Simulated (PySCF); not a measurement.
H5Si2, SMILES [SiH2][SiH3], multiplicity 2.

Coordinates come from a B3LYP-D3(BJ)/def2-TZVP optimisation. The isomer is the one that the SMILES or the coordinates give; other isomers of the formula were not compared.

Calculation: PBE/def2-TZVPD run with PySCF.

Gas-phase values at a fixed geometry.

```
Item                                                                                                            Result
---------------------------------------------------------------------------------------------  -----------------------
total energy                                                                                        -581.63325 hartree
point group                                                                                                         Cs
α spin, highest occupied and lowest empty level                                                     -5.24 and -0.76 eV
β spin, highest occupied and lowest empty level                                                     -7.42 and -3.63 eV
dipole moment                                                                                                   0.06 D
quadrupole, principal values (traceless, Buckingham form, about the centre of nuclear charge)   -0.31, -0.19, 0.50 D·Å
mean static polarisability                                                                       68.0 bohr³ (10.07 Å³)
polarisability, principal values                                                                59.1, 60.0, 84.8 bohr³
⟨S²⟩                                                                                           0.754 (pure state 0.75)
```
